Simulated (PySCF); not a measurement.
Choosing a basis for TDDFT

Species: C2H6F2Si2.
SMILES: `FC1(F)[SiH2]C[SiH2]1`

TDDFT with PBE0 (PySCF), vertical singlets, core orbitals frozen in the response, spherical d and f functions. Geometry: PBE0-D3(BJ)/def2-SVP; no solvent, vibrations or thermal averaging.

Q: Compare 6-31G*, def2-SVP, 6-31+G*, def2-SVPD, aug-cc-pVDZ, def2-TZVP and def2-TZVPD for this molecule.

A: 

```
      basis  functions  diffuse  S1 (eV)  S2 (eV)  S3 (eV)  S4 (eV)  S5 (eV)  LUMO (eV)  α (au)
     6-31G*        104       no     5.49     5.57     6.95     7.15     7.16      -0.17    64.6
   def2-SVP        122       no     5.43     5.66     6.81     6.97     7.29      -0.22    68.4
    6-31+G*        128      yes     5.47     5.50     6.26     6.88     6.89      -0.67    73.2
  def2-SVPD        182      yes     5.40     5.58     6.46     6.77     7.03      -0.52    78.3
aug-cc-pVDZ        200      yes     5.37     5.43     6.15     6.75     6.80      -0.68    79.9
  def2-TZVP        234       no     5.28     5.43     6.56     6.72     6.94      -0.53    75.6
 def2-TZVPD        294      yes     5.25     5.37     6.20     6.65     6.81      -0.68    79.6
```

States are compared by their number. Against the largest diffuse basis here (def2-TZVPD, itself not a converged limit), sets without diffuse functions differ by up to 0.24 eV in S1 and 0.48 eV in S5; the smaller diffuse sets differ by up to 0.22 and 0.22 eV. State by state, the largest deviation of a set without diffuse functions is S1 0.24, S2 0.29, S3 0.75, S4 0.50, S5 0.48 eV. The same number needn't mean the same state in each row. Against def2-TZVPD the polarisability deviates by -19% in 6-31G*, -14% in def2-SVP, -8% in 6-31+G*, -2% in def2-SVPD, 0% in aug-cc-pVDZ, -5% in def2-TZVP. A single + in a Pople set puts diffuse functions on heavy atoms only.
